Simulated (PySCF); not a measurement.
A PySCF script (with the pyscf-properties extension) for the NMR shieldings of SMILES B[SiH](B)CC(F)(F)F, C2H7B2F3Si, on a GFN2-xTB geometry:

```python
import basis_set_exchange as bse
import numpy as np
from pyscf import gto, dft
from pyscf.prop import nmr

atoms = """
B    -1.753929    1.356816    1.297950
Si   -0.631655   -0.122758    0.667514
B    -1.563082   -1.097002   -0.761953
C     1.027480    0.613412   -0.039733
C     1.928707   -0.474819   -0.515543
F     2.303637   -1.313300    0.466455
F     1.360605   -1.250506   -1.463218
F     3.077007   -0.022619   -1.064369
H    -1.656568    2.445723    0.886006
H    -2.616404    1.150779    2.058078
H    -0.124816   -0.976651    1.769489
H    -2.171107   -2.069451   -0.539710
H    -1.598007   -0.683348   -1.855074
H     1.577199    1.180190    0.709423
H     0.836519    1.271525   -0.885963
"""
names = dict.fromkeys(["B", "Si", "C", "F", "H"], "pcSseg-1")
basis = {el: gto.basis.parse(bse.get_basis(n, elements=[el], fmt="nwchem")) for el, n in names.items()}
mol = gto.M(atom=atoms, basis=basis, charge=0, verbose=0)
mf = dft.RKS(mol, xc="PBE0")
mf.grids.level = 2
mf.grids.alignment = dft.numint.BLKSIZE   # the property module wants whole blocks of grid points
mf.conv_tol = 1e-9
mf.kernel()

calc = nmr.RKS(mf)   # GIAO
C = mf.mo_coeff
Co = C[:, mf.mo_occ > 0]
resp = mf.gen_response(singlet=True, hermi=2)
def vind(x):   # induced exchange potential for any number of trial vectors
    d = np.einsum("pi,xij,qj->xpq", C, 2 * x.reshape(-1, C.shape[1], Co.shape[1]), Co, optimize=True)
    return np.einsum("xpq,pi,qj->xij", resp(d - d.transpose(0, 2, 1)), C, Co, optimize=True).ravel()
mo1, _ = nmr.rhf.solve_mo1(calc, with_cphf=vind)
sigma = calc.kernel(mo1)
for i, s in enumerate(sigma):   # ppm
    print("%2d %-2s %9.2f" % (i, mol.atom_pure_symbol(i), np.trace(s) / 3))
```

Task: What does it print?

Result: 
```
 0 B     -19.98
 1 Si    399.57
 2 B     -15.25
 3 C     162.95
 4 C      48.56
 5 F     247.80
 6 F     250.77
 7 F     239.64
 8 H      20.67
 9 H      20.89
10 H      26.77
11 H      21.05
12 H      21.11
13 H      29.90
14 H      29.54
```

These numbers come from an equivalent density-fitted implementation of the same equations, which agrees with the script to about 0.01 ppm for H and up to a few tenths of a ppm for heavy atoms, so last digits may differ.

Size and cost of the density-fitted run: 178 basis functions, 46 s wall time on 1 thread of an Arm Neoverse N1, shared host; peak memory 0.8 GiB.
